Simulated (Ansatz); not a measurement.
This geometry of CH₅AlClNO (10 atoms, charge 0, multiplicity 1) is a first-order saddle point.

These are results of RKS B3LYP/6-31G* (Ansatz 0.2.0), not measurements.

```xyz
10
Properties=species:S:1:pos:R:3
N -0.008 1.594 1.271
Al -0.813 0.350 0.238
C 0.592 -0.952 -0.469
O 0.346 -2.187 -0.813
Cl -0.545 0.727 -1.984
H 0.545 1.363 2.088
H -0.395 2.523 1.391
H -2.232 -0.310 0.493
H 1.574 -0.589 -0.803
H 1.019 -2.571 -1.410
```

Which two structures does it join? (They come from a converged band through this point; their orientation in space is the band's.)

No bond is made or broken. The height of N1 over the plane of its neighbours goes from -0.14 to 0.13 Å. The two ends are copies of one structure, up to a mirror image or an exchange of like atoms.

Image 0:

```xyz
10
Properties=species:S:1:pos:R:3
N 0.039 1.366 1.556
Al -0.732 0.173 0.457
C 0.601 -0.819 -0.739
O 0.407 -2.028 -1.188
Cl -1.043 0.890 -1.678
H -0.338 1.543 2.480
H 0.615 2.147 1.268
H -1.885 -0.754 1.022
H 1.446 -0.307 -1.223
H 0.973 -2.262 -1.951
```

Image 8:

```xyz
10
Properties=species:S:1:pos:R:3
N 0.033 1.367 1.557
Al -0.733 0.174 0.453
C 0.604 -0.819 -0.736
O 0.410 -2.029 -1.183
Cl -1.031 0.886 -1.686
H 0.620 2.142 1.276
H -0.355 1.550 2.475
H -1.891 -0.748 1.013
H 1.451 -0.309 -1.219
H 0.975 -2.264 -1.947
```

How far does it lie above each of them?

0.141 eV above the first and 0.141 eV above the second. This is the barrier of this one path; another mechanism may lie lower.

The run took 3.9 min on 1 thread of Arm Neoverse V2, with other jobs on the host, peak memory 0.2 GiB.
